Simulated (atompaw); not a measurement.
## Pseudopotential generation for Pr: PAW (atompaw), PBE, scalar-relativistic.

- Element: praseodymium
- Generator: atompaw 4.2.0.5
- Type: PAW
- Functional: PBE
- Relativity: scalar-relativistic
- Frozen core: [Kr] 4d10
- Valence charge: 13
- Reference configuration: 4f3 5s2 5p6 5d0 6s2 6p0
- Partial waves: 5s (bound): rc 2.75 bohr; 6s (bound): rc 2.85 bohr; 5p (bound): rc 2.70 bohr; 6p (bound, empty): rc 2.85 bohr; 5d (bound, empty): rc 2.45 bohr; 5d channel at 1 Ry: rc 2.45 bohr; 4f (bound): rc 1.15 bohr; 4f channel at 2.2 Ry: rc 1.15 bohr
- Local potential: bessel scheme, radius 2.70 bohr
- Core correction: smooth core density matched at 2.75 bohr
- Augmentation charge: sinc compensation charge, radius 2.65 bohr; PAW radius 2.85 bohr; waves and projectors: custom polynom2 7 10 vanderbiltortho

Poles of the logarithmic derivatives, all-electron (AE) and pseudo (PS). s: poles at -2.7, 3.5 (AE) and -2.7, 2.1 (PS) Ry. p: poles at -1.3, 4.8 (AE) and -1.3, 1.3 (PS) Ry. d: poles at 0.9 (AE) and 0.9, 4.2 (PS) Ry. f: poles at -0.0, 3.7 (AE) and -0.0, 3.8 (PS) Ry. Test radius 2.86 bohr.

- Lowest eigenvalue of the overlap operator: 0.68 (s channel)
- Overlap eigenvalues printed by atompaw (projector basis): 0.0197, 1.89, 2.21, 2.34, 1.98e+03, 2.56e+03, 4.28e+04, 9.6e+04
- Share of each valence orbital outside the PAW sphere: 5s 1 %, 6s 88 %, 5p 6 %, 6p 96 %, 5d 53 %, 4f 5 %

A Bessel basis up to 400 Ry misses an occupied level by 0.18 Ry, so cutoffs and ghosts were not judged.
